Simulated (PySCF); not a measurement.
Two species compared at the same levels of theory.

First species: C8H18O.
Numbering: `[CH3:1][CH2:2][CH2:3][C@@H:4]([CH3:5])[O:6][CH:7]([CH3:8])[CH3:9]` (hydrogens: H10, H11, H12 on C1; H13, H14 on C2; H15, H16 on C3; H17 on C4; H18, H19, H20 on C5; H21 on C7; H22, H23, H24 on C8; H25, H26, H27 on C9)

Second species: 2-hydroxypyridine, C₅H₅NO.
Geometry (PBE0-D3(BJ)/def2-SVP, Å), atoms numbered from 1 in this order:
```
atom  x, y, z in Å
O1     2.426    0.099   -0.303
C2     1.107   -0.026   -0.128
C3     0.268    1.049   -0.459
C4    -1.094    0.880   -0.266
C5    -1.576   -0.331    0.242
C6    -0.649   -1.324    0.535
N7     0.664   -1.177    0.354
H8     2.809   -0.743   -0.016
H9     0.696    1.972   -0.852
H10   -1.784    1.691   -0.512
H11   -2.642   -0.498    0.405
H12   -0.976   -2.290    0.936
```

Levels: CAM-B3LYP/def2-SVPD for dipole moment, HOMO energy, LUMO energy, HOMO–LUMO gap, static isotropic polarisability and electronic spatial extent ⟨r²⟩ about the centre of nuclear charge; TDDFT CAM-B3LYP/def2-SVPD for lowest singlet excitation; TDA CAM-B3LYP/def2-SVPD for lowest triplet excitation (Tamm–Dancoff); ΔSCF CAM-B3LYP/def2-SVPD for vertical ionisation energy; PBE0-D3(BJ)/def2-SVP for rotational constant A and rotational constant C. Geometries: PBE0-D3(BJ)/def2-SVP. All species are isolated and taken at one optimised geometry, non-relativistic unless stated; the electronic structure was computed with PySCF and density fitting.

Dipoles, sizes and rotational constants follow the conformer. The torsions of the flexible species, by atom-mapped SMILES:
- `[CH3:1][CH2:2][CH2:3][C@@H:4]([CH3:5])[O:6][CH:7]([CH3:8])[CH3:9]`: C1–C2–C3–C4 179°, C2–C3–C4–C5 177°, C3–C4–O6–C7 153°, C4–O6–C7–C8 -84°
- `[OH:1][c:2]1[cH:3][cH:4][cH:5][cH:6][n:7]1`: H–O1–C2–C3 180°

```json
{"property": "dipole moment", "column X": "1.22 D", "column Y": "1.38 D"}
{"property": "HOMO energy", "column X": "-8.64 eV", "column Y": "-8.22 eV"}
{"property": "LUMO energy", "column X": "1.36 eV", "column Y": "0.21 eV"}
{"property": "HOMO–LUMO gap", "column X": "10.00 eV", "column Y": "8.43 eV"}
{"property": "lowest singlet excitation", "column X": "7.22 eV", "column Y": "5.20 eV"}
{"property": "lowest triplet excitation (Tamm–Dancoff)", "column X": "7.11 eV", "column Y": "4.01 eV"}
{"property": "static isotropic polarisability", "column X": "104.2 au", "column Y": "67.5 au"}
{"property": "vertical ionisation energy", "column X": "9.23 eV", "column Y": "9.03 eV"}
{"property": "electronic spatial extent ⟨r²⟩ about the centre of nuclear charge", "column X": "1789 bohr²", "column Y": "630 bohr²"}
{"property": "rotational constant A", "column X": "2.140 GHz", "column Y": "5.855 GHz"}
{"property": "rotational constant C", "column X": "0.721 GHz", "column Y": "1.885 GHz"}
```

Q: Which column belongs to which species?

A: Column X is the first species and column Y the second. The first has 27 atoms and 74 electrons, the second 12 and 50.

Q: How does each property change from the first species to the second?

A: dipole moment +0.16 D; HOMO energy +0.42 eV; LUMO energy -1.15 eV; HOMO–LUMO gap -1.57 eV; lowest singlet excitation -2.02 eV; lowest triplet excitation (Tamm–Dancoff) -3.10 eV; static isotropic polarisability -36.7 au; vertical ionisation energy -0.20 eV; electronic spatial extent ⟨r²⟩ about the centre of nuclear charge -1159 bohr²; rotational constant A +3.715 GHz; rotational constant C +1.164 GHz.

On the first: The polarisability is 15.44 Å³ as a volume (1 au = 0.148185 Å³), or 1.41 au for each of the 74 electrons. S1 lies 2.78 eV below the HOMO–LUMO gap; its leading configuration is HOMO→LUMO, weight 0.88.

On the second: The ΔSCF ionisation energy exceeds −ε(HOMO) by 0.81 eV with CAM-B3LYP. In wavenumbers S1 is 41900 cm⁻¹ (1 eV = 8065.54 cm⁻¹).
